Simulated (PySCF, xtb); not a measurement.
AlAs₂H₅O, SMILES [AsH2][Al]([OH])[AsH2]. The values are those of a single conformer.

Harmonic wavenumbers (cm⁻¹) from GFN2-xTB run with xtb at its own minimum, in rising order: 33, 63, 88, 130, 154, 218, 380, 433, 453, 470, 498, 508, 512, 848, 988, 996, 1772, 1776, 1790, 1817, 3741.

Question: What does B3LYP-D3(BJ)/def2-SVP run with PySCF give at its own minimum? (An estimate is asked for; the answer gives what the named calculation found.)

Answer: 63, 70, 91, 151, 161, 231, 351, 399, 468, 508, 526, 578, 584, 862, 988, 989, 2158, 2163, 2174, 2178, 3920. Paired by order, the mean absolute difference is 99 cm⁻¹ and the zero-point energies are 25.3 and 28.0 kcal/mol.
